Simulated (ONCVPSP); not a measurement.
# Building the ONCV potential for Tb (PBE, fully relativistic).

Input for ONCVPSP 4.0.1:

```
# ATOM AND REFERENCE CONFIGURATION
# atsym  z   nc   nv     iexc    psfile
  Tb 65.00   10    4        4      upf
#
#   n    l    f
    1    0    2.00
    2    0    2.00
    2    1    6.00
    3    0    2.00
    3    1    6.00
    3    2   10.00
    4    0    2.00
    4    1    6.00
    4    2   10.00
    4    3    8.00
    5    0    2.00
    5    1    6.00
    5    2    1.00
    6    0    2.00
#
# PSEUDOPOTENTIAL AND OPTIMIZATION
# lmax
    2
#
#   l,   rc,      ep,       ncon, nbas, qcut
    0    1.85    0.00    3    7    7.40
    1    1.90    0.00    3    6    6.50
    2    2.50    0.00    4    7    4.30
#
# LOCAL POTENTIAL
# lloc, lpopt,  rc(5),   dvloc0
    4    3    1.55    3.00
#
# VANDERBILT-KLEINMAN-BYLANDER PROJECTORs
# l, nproj, debl
    0    2    1.10
    1    2    1.20
    2    2    2.20
#
# MODEL CORE CHARGE
# icmod, fcfact, rcfact
    3    1.75    1.70
#
# LOG DERIVATIVE ANALYSIS
# epsh1, epsh2, depsh
   -3.00    5.00    0.02
#
# OUTPUT GRID
# rlmax, drl
    6.00    0.01
#
# TEST CONFIGURATIONS
# ncnf
    4
# nvcnf
#   n    l    f
    4
    5    0    2.00
    5    1    6.00
    5    2    1.00
    6    0    1.00
#
    4
    5    0    2.00
    5    1    6.00
    5    2    1.00
    6    0    0.00
#
    4
    5    0    2.00
    5    1    6.00
    5    2    0.00
    6    0    0.00
#
    5
    5    0    2.00
    5    1    6.00
    5    2    1.00
    6    0    1.00
    6    1    1.00
#
```

Command:

```bash
oncvpspr.x < Tb.dat > Tb.out
```

Resulting log (shortened: citation, most of the input echo, consistency checks and plot data are left out):

```
ONCVPSP  (Optimized Norm-Conservinng Vanderbilt PSeudopotential)
relativistic version 4.0.1

#   n    l    f        energy (Ha)
    1    0    2.00    -1.9040654D+03
    2    0    2.00    -3.1567841D+02
    2    1    6.00    -2.7253461D+02    -2.9997064D+02
    3    0    2.00    -7.0240797D+01
    3    1    6.00    -5.7754271D+01    -6.3417427D+01
    3    2   10.00    -4.4775747D+01    -4.6010877D+01
    4    0    2.00    -1.4124948D+01
    4    1    6.00    -1.0185268D+01    -1.1450650D+01
    4    2   10.00    -5.5527401D+00    -5.7821609D+00
    4    3    8.00    -3.1528265D-01    -3.4632733D-01
    5    0    2.00    -1.8809707D+00
    5    1    6.00    -9.7437991D-01    -1.1455787D+00
    5    2    1.00    -8.5092030D-02    -9.5238563D-02
    6    0    2.00    -1.5415139D-01

Reference configufation results
  iterations    33
  all-electron total energy (Ha)   -1.17187225D+04

Begin loop to  construct optimized pseudo wave functions
and semi-local pseudopoentials for all angular momenta

Calculating optimized projector #   1

 for l=   0

    Fraction of norm inside rc  0.891693
    Optimizing pswf for qcut=   7.39 a_B^-1,  ecut=  27.34 Ha
    Residual kinetic energy error=  2.94D-07 Ha

    Energy error per electron        Cutoff
         Ha          eV             Ha
         0.01000     0.27211       13.71
         0.00100     0.02721       17.75
         0.00010     0.00272       20.97
         0.00001     0.00027       23.45

Calculating optimized projector #   2

 for l=   0

    Fraction of norm inside rc  0.042102
    Optimizing pswf for qcut=   7.39 a_B^-1,  ecut=  27.34 Ha
    Residual kinetic energy error=  5.49D-08 Ha

    Energy error per electron        Cutoff
         Ha          eV             Ha
         0.01000     0.27211       10.21
         0.00100     0.02721       15.25
         0.00010     0.00272       19.09
         0.00001     0.00027       22.24

   Wellstate for l =  1  n =  6 kap= -2
     eigenvalue =   0.2256
     asymptotic potential =   0.7256
     half-point radius =  4.3897

Calculating optimized projector #   1

 for l=   1

    Fraction of norm inside rc  0.761815
    Optimizing pswf for qcut=   6.49 a_B^-1,  ecut=  21.08 Ha
    Residual kinetic energy error=  5.40D-06 Ha

    Energy error per electron        Cutoff
         Ha          eV             Ha
         0.01000     0.27211        6.04
         0.00100     0.02721       14.15
         0.00010     0.00272       17.45
         0.00001     0.00027       20.28

Calculating optimized projector #   2

 for l=   1

    Fraction of norm inside rc  0.094725
    Optimizing pswf for qcut=   6.49 a_B^-1,  ecut=  21.08 Ha
    Residual kinetic energy error=  4.25D-06 Ha

    Energy error per electron        Cutoff
         Ha          eV             Ha
         0.01000     0.27211        5.01
         0.00100     0.02721       13.16
         0.00010     0.00272       17.14
         0.00001     0.00027       20.01

   Wellstate for l =  1  n =  6 kap=  1
     eigenvalue =   0.0544

Calculating optimized projector #   1

 for l=   1

    Fraction of norm inside rc  0.818553
    Optimizing pswf for qcut=   6.49 a_B^-1,  ecut=  21.08 Ha
    Residual kinetic energy error=  5.08D-06 Ha

    Energy error per electron        Cutoff
         Ha          eV             Ha
         0.01000     0.27211        5.95
         0.00100     0.02721       13.31
         0.00010     0.00272       17.08
         0.00001     0.00027       20.13

Calculating optimized projector #   2

 for l=   1

    Fraction of norm inside rc  0.086684
    Optimizing pswf for qcut=   6.49 a_B^-1,  ecut=  21.08 Ha
    Residual kinetic energy error=  4.69D-06 Ha

    Energy error per electron        Cutoff
         Ha          eV             Ha
         0.01000     0.27211        5.35
         0.00100     0.02721       12.05
         0.00010     0.00272       16.90
         0.00001     0.00027       20.05

   Wellstate for l =  2  n =  7 kap= -3
     eigenvalue =   2.1149
     asymptotic potential =   2.6149
     half-point radius =  4.1413

Calculating optimized projector #   1

 for l=   2

    Fraction of norm inside rc  0.474414
    Optimizing pswf for qcut=   4.30 a_B^-1,  ecut=   9.23 Ha
    Residual kinetic energy error=  1.75D-04 Ha

    Energy error per electron        Cutoff
         Ha          eV             Ha
         0.01000     0.27211        5.75
         0.00100     0.02721        7.81
         0.00010     0.00272       10.04
         0.00001     0.00027       25.02

Calculating optimized projector #   2

 for l=   2

    Fraction of norm inside rc  0.213364
    Optimizing pswf for qcut=   4.30 a_B^-1,  ecut=   9.23 Ha
    Residual kinetic energy error=  3.26D-03 Ha

    Energy error per electron        Cutoff
         Ha          eV             Ha
         0.01000     0.27211        7.89
         0.00100     0.02721       11.10
         0.00010     0.00272       22.33
         0.00001     0.00027       33.53

   Wellstate for l =  2  n =  7 kap=  2
     eigenvalue =   2.1048

Calculating optimized projector #   1

 for l=   2

    Fraction of norm inside rc  0.506263
    Optimizing pswf for qcut=   4.30 a_B^-1,  ecut=   9.23 Ha
    Residual kinetic energy error=  2.40D-04 Ha

    Energy error per electron        Cutoff
         Ha          eV             Ha
         0.01000     0.27211        6.01
         0.00100     0.02721        8.07
         0.00010     0.00272       12.87
         0.00001     0.00027       25.73

Calculating optimized projector #   2

 for l=   2

    Fraction of norm inside rc  0.218653
    Optimizing pswf for qcut=   4.30 a_B^-1,  ecut=   9.23 Ha
    Residual kinetic energy error=  4.01D-03 Ha

    Energy error per electron        Cutoff
         Ha          eV             Ha
         0.01000     0.27211        8.11
         0.00100     0.02721       11.61
         0.00010     0.00272       26.42
         0.00001     0.00027       34.45

Construct Vanderbilt / Kleinmman-Bylander projectors

B matrix Hermiticity error, ll=  0  kap= -1
   1   2    1.5031D-04

  Orthonormal projector coefficients  8.1759E+00 -4.2245E-01

B matrix Hermiticity error, ll=  1  kap= -2
   1   2    1.2135D-04

  Orthonormal projector coefficients  2.8160E+00  4.0227E-01

B matrix Hermiticity error, ll=  1  kap=  1
   1   2    1.4210D-04

  Orthonormal projector coefficients  1.5865E+00 -1.5920E-01

B matrix Hermiticity error, ll=  2  kap= -3
   1   2   -1.2587D-04

  Orthonormal projector coefficients  2.3854E+00  4.7194E-01

B matrix Hermiticity error, ll=  2  kap=  2
   1   2   -1.3121D-04

  Orthonormal projector coefficients  8.3411E+00  5.0098E-01

 Orthonormal scalar projector coefficients, l =  1
  2.3893E+00  2.6473E-01 -3.2814E-02  7.5148E-05

 Orthonormal spin-orbit projector coefficients, l =  1
  9.2567E-01  2.5896E-01  1.1602E-02 -2.2432E-03

 Orthonormal scalar projector coefficients, l =  2
  4.7287E+00  5.1178E-01  9.2199E-03  1.5507E-03

 Orthonormal spin-orbit projector coefficients, l =  2
 -2.4293E+00  3.9405E-02 -1.4823E-02  1.0838E-02

Model core correction analysis
  based on d2Exc/dn_idn_j

d2excae - all-electron derivatives

   -2.207751D-02   -1.884482D-02   -6.448594D-03   -1.343734D-03
   -1.884486D-02   -1.857991D-02   -9.171110D-03   -2.250713D-03
   -6.448548D-03   -9.171034D-03   -1.437656D-02   -1.367671D-02
   -1.343588D-03   -2.250302D-03   -1.367414D-02   -2.248180D-02

d2excps - pseudofunction derivatives with no core correction

   -3.970378D-02   -3.185204D-02   -1.001777D-02   -2.525233D-03
   -3.185311D-02   -2.920831D-02   -1.343445D-02   -3.353375D-03
   -1.001776D-02   -1.343439D-02   -1.885386D-02   -1.614653D-02
   -2.525058D-03   -3.352598D-03   -1.614222D-02   -2.572189D-02

rms 2nd derivative error    7.381734E-03

rmatch, rhocmatch    1.1175    5.2645

Teter function model core charge with specified parameters

d2excps - pseudofunction derivatives with core correction

   -2.853040D-02   -2.373865D-02   -8.282381D-03   -1.907609D-03
   -2.373879D-02   -2.274865D-02   -1.157996D-02   -2.932179D-03
   -8.282239D-03   -1.157994D-02   -1.760026D-02   -1.576274D-02
   -1.907345D-03   -2.931561D-03   -1.575829D-02   -2.533604D-02

rms 2nd derivative error    3.102894E-03

Pseudoatom total energy  -37.966976

Diagnostic tests using Vanderbilt-Kleinman-Bylander pseudopotentials
  relativistic with J = L +/- 1/2 projectors

   l  kap   rcore       rmatch      e in        delta e    norm test   slope test

   0  -1   1.8581155   1.9145319  -1.8809707  -0.0000030   1.0001521   1.0001520
   0  -1   1.8581155   1.9145319  -0.1541514   0.0000025   1.0000373   1.0000333

   1  -2   1.9031132   1.9608958  -0.9743799   0.0000046   1.0000959   1.0001225
   1   1   1.9031132   1.9608958  -1.1455787   0.0000103   1.0001351   1.0001468
   1  -2   1.9031132   1.9608958   0.2256201   0.0000062   1.0002749   1.0002749
   1   1   1.9031132   1.9608958   0.1887872   0.0000023   1.0002263   1.0002263

   2  -3   2.5059462   2.5820321  -0.0850920  -0.0000001   1.0000236   1.0000426
   2   2   2.5059462   2.5820321  -0.0952386   0.0000031   1.0000248   1.0000291
   2  -3   2.5059462   2.5820321   2.1149080   0.0000340   1.0001515   1.0001515
   2   2   2.5059462   2.5820321   2.1020008   0.0000387   1.0001781   1.0001781

Diagnostic tests using Vanderbilt-Kleinman-Bylander pseudopotentials
  relativistic with scalar and spin-orbit non-local projectors

   l  kap   rcore       rmatch      e in        delta e    norm test   slope test

   0  -1   1.8581155   1.9145319  -1.8809707  -0.0000030   1.0001521   1.0001520
   0  -1   1.8581155   1.9145319  -0.1541514   0.0000025   1.0000373   1.0000333

   1  -2   1.9031132   1.9608958  -0.9743799  -0.0000000   1.0000942   1.0001157
   1   1   1.9031132   1.9608958  -1.1455787   0.0000062   1.0001331   1.0001415
   1  -2   1.9031132   1.9608958   0.2256201   0.0000061   1.0002741   1.0002741
   1   1   1.9031132   1.9608958   0.1887872   0.0000022   1.0002273   1.0002273

   2  -3   2.5059462   2.5820321  -0.0850920  -0.0000011   1.0000165   1.0000203
   2   2   2.5059462   2.5820321  -0.0952386   0.0000024   1.0000190   1.0000152
   2  -3   2.5059462   2.5820321   2.1149080  -0.0003054   1.0002124   1.0002124
   2   2   2.5059462   2.5820321   2.1020008  -0.0003085   1.0002351   1.0002351

Ghost test for J = L + 1/2

 Testing for bound ghosts
   n   l    E NL Schr. Eq   E Basis Diag.   E Cutoff

   1   0       -1.880974       -1.880967     54.95
   2   0       -0.154149       -0.085417     54.95

   2   1       -0.974375       -0.974307     42.88

   3   2       -0.085092       -0.081000     41.02

 Testing for highly-localized positive-energy ghosts
       l    <radius>/rc     E Basis Diag.   E Cutoff

Ghost test for J = L - 1/2

 Testing for bound ghosts
   n   l    E NL Schr. Eq   E Basis Diag.   E Cutoff

   1   0       -1.880974       -1.880967     54.95
   2   0       -0.154149       -0.085417     54.95

   2   1       -1.145568       -1.145541     42.88

   3   2       -0.095235       -0.091894     41.02

 Testing for highly-localized positive-energy ghosts
       l    <radius>/rc     E Basis Diag.   E Cutoff

Test configuration 0

   n   l kap    f        eae           eps        diff
   1   0  -1  2.0000-1904.06536373
   2   0  -1  2.0000 -315.67840693
   2   1  -2  4.0000 -272.53460767
   2   1   1  2.0000 -299.97063681
   3   0  -1  2.0000  -70.24079693
   3   1  -2  4.0000  -57.75427116
   3   1   1  2.0000  -63.41742719
   3   2  -3  6.0000  -44.77574676
   3   2   2  4.0000  -46.01087654
   4   0  -1  2.0000  -14.12494845
   4   1  -2  4.0000  -10.18526777
   4   1   1  2.0000  -11.45064967
   4   2  -3  6.0000   -5.55274009
   4   2   2  4.0000   -5.78216092
   4   3  -4  4.5714   -0.31528265
   4   3   3  3.4286   -0.34632733
   5   0  -1  2.0000   -1.88097069   -1.88097368   -2.99E-06
   5   1  -2  4.0000   -0.97437991   -0.97437530    4.61E-06
   5   1   1  2.0000   -1.14557866   -1.14556839    1.03E-05
   5   2  -3  0.6000   -0.08509203   -0.08509213   -1.02E-07
   5   2   2  0.4000   -0.09523856   -0.09523544    3.12E-06
   6   0  -1  2.0000   -0.15415139   -0.15414892    2.47E-06

    Total energies and differences
      AE_ref= -1.17187225E+04  AE_tst= -1.17187225E+04  dif=  0.00E+00
      PS_ref= -3.79669763E+01  PS_tst= -3.79669763E+01  dif=  6.39E-14
      PSP excitation error= -6.39E-14

Test configuration 1

   n   l kap    f        eae           eps        diff
   1   0  -1  2.0000-1904.30198840
   2   0  -1  2.0000 -315.91371943
   2   1  -2  4.0000 -272.76997334
   2   1   1  2.0000 -300.20608030
   3   0  -1  2.0000  -70.47572517
   3   1  -2  4.0000  -57.98920233
   3   1   1  2.0000  -63.65237950
   3   2  -3  6.0000  -45.01066966
   3   2   2  4.0000  -46.24580558
   4   0  -1  2.0000  -14.35996331
   4   1  -2  4.0000  -10.42030367
   4   1   1  2.0000  -11.68566752
   4   2  -3  6.0000   -5.78774184
   4   2   2  4.0000   -6.01716216
   4   3  -4  4.5714   -0.55011861
   4   3   3  3.4286   -0.58118410
   5   0  -1  2.0000   -2.11605111   -2.11734503   -1.29E-03
   5   1  -2  4.0000   -1.20913408   -1.21002402   -8.90E-04
   5   1   1  2.0000   -1.38054682   -1.38160410   -1.06E-03
   5   2  -3  0.6000   -0.30162842   -0.30189677   -2.68E-04
   5   2   2  0.4000   -0.31357990   -0.31387558   -2.96E-04
   6   0  -1  1.0000   -0.34554450   -0.34549699    4.75E-05

    Total energies and differences
      AE_ref= -1.17187225E+04  AE_tst= -1.17184747E+04  dif=  2.48E-01
      PS_ref= -3.79669763E+01  PS_tst= -3.77191696E+01  dif=  2.48E-01
      PSP excitation error=  2.25E-05

Test configuration 2

   n   l kap    f        eae           eps        diff
   1   0  -1  2.0000-1904.58113623
   2   0  -1  2.0000 -316.19089588
   2   1  -2  4.0000 -273.04724189
   2   1   1  2.0000 -300.48347558
   3   0  -1  2.0000  -70.75190141
   3   1  -2  4.0000  -58.26538325
   3   1   1  2.0000  -63.92861086
   3   2  -3  6.0000  -45.28689965
   3   2   2  4.0000  -46.52205361
   4   0  -1  2.0000  -14.63633619
   4   1  -2  4.0000  -10.69676187
   4   1   1  2.0000  -11.96206305
   4   2  -3  6.0000   -6.06421198
   4   2   2  4.0000   -6.29361923
   4   3  -4  4.5714   -0.82613373
   4   3   3  3.4286   -0.85724918
   5   0  -1  2.0000   -2.39227127   -2.39669398   -4.42E-03
   5   1  -2  4.0000   -1.48321570   -1.48643272   -3.22E-03
   5   1   1  2.0000   -1.65559848   -1.65931686   -3.72E-03
   5   2  -3  0.6000   -0.55206440   -0.55340667   -1.34E-03
   5   2   2  0.4000   -0.56584463   -0.56727172   -1.43E-03
   6   0  -1  0.0000   -0.55964082   -0.55964082    0.00E+00

    Total energies and differences
      AE_ref= -1.17187225E+04  AE_tst= -1.17180240E+04  dif=  6.99E-01
      PS_ref= -3.79669763E+01  PS_tst= -3.72685390E+01  dif=  6.98E-01
      PSP excitation error=  8.12E-05

Test configuration 3

psatom_r: WARNING lschvkbb convergence error n,l,kap,iter=   3   2  -3

ea(ii),et,emin,emax -9.306300E-02 -1.023693E-01 -1.023693E-01 -1.023693E-01

psatom_r: WARNING lschvkbb convergence error n,l,kap,iter=   2   1  -2

ea(ii),et,emin,emax -9.962380E-01 -8.966142E-01 -8.966142E-01 -8.966142E-01

psatom_r: WARNING lschvkbb convergence error n,l,kap,iter=   3   2  -3

ea(ii),et,emin,emax -9.306300E-02 -8.375670E-02 -8.375670E-02 -8.375670E-02

psatom_r: WARNING lschvkbb convergence error n,l,kap,iter=   1   0  -1

ea(ii),et,emin,emax -1.716491E+00 -1.544842E+00 -1.544842E+00 -1.544842E+00

psatom_r: WARNING lschvkbb convergence error n,l,kap,iter=   2   1  -2

ea(ii),et,emin,emax -9.962380E-01 -8.966142E-01 -8.966142E-01 -8.966142E-01

psatom_r: WARNING lschvkbb convergence error n,l,kap,iter=   3   2  -3

ea(ii),et,emin,emax -9.306300E-02 -8.375670E-02 -8.375670E-02 -8.375670E-02

psatom_r: WARNING lschvkbb convergence error n,l,kap,iter=   2   0  -1

ea(ii),et,emin,emax -1.541628E-01 -1.387465E-01 -1.387465E-01 -1.387465E-01
run_config_r: WARNING for fully non-local PS atom,
 WARNING no output for configuration 4

Test configuration 4

   n   l kap    f        eae           eps        diff
   1   0  -1  2.0000-1904.11401876
   2   0  -1  2.0000 -315.72645281
   2   1  -2  4.0000 -272.58264880
   2   1   1  2.0000 -300.01870482
   3   0  -1  2.0000  -70.28870010
   3   1  -2  4.0000  -57.80217234
   3   1   1  2.0000  -63.46533723
   3   2  -3  6.0000  -44.82365102
   3   2   2  4.0000  -46.05878299
   4   0  -1  2.0000  -14.17299656
   4   1  -2  4.0000  -10.23333542
   4   1   1  2.0000  -11.49869932
   4   2  -3  6.0000   -5.60080187
   4   2   2  4.0000   -5.83021888
   4   3  -4  4.5714   -0.36329424
   4   3   3  3.4286   -0.39435332
   5   0  -1  2.0000   -1.92946439   -1.93036221   -8.98E-04
   5   1  -2  4.0000   -1.02229188   -1.02290229   -6.10E-04
   5   1   1  2.0000   -1.19378851   -1.19450799   -7.19E-04
   5   2  -3  0.6000   -0.12237757   -0.12258811   -2.11E-04
   5   2   2  0.4000   -0.13336339   -0.13359028   -2.27E-04
   6   0  -1  1.0000   -0.18146804   -0.18153340   -6.54E-05
   6   1  -2  0.6667   -0.06762878   -0.06764748   -1.87E-05
   6   1   1  0.3333   -0.07786909   -0.07789287   -2.38E-05

    Total energies and differences
      AE_ref= -1.17187225E+04  AE_tst= -1.17186149E+04  dif=  1.08E-01
      PS_ref= -3.79669763E+01  PS_tst= -3.78593558E+01  dif=  1.08E-01
      PSP excitation error= -1.53E-05
```

The run took about 5.8 s on one core of a shared server CPU.
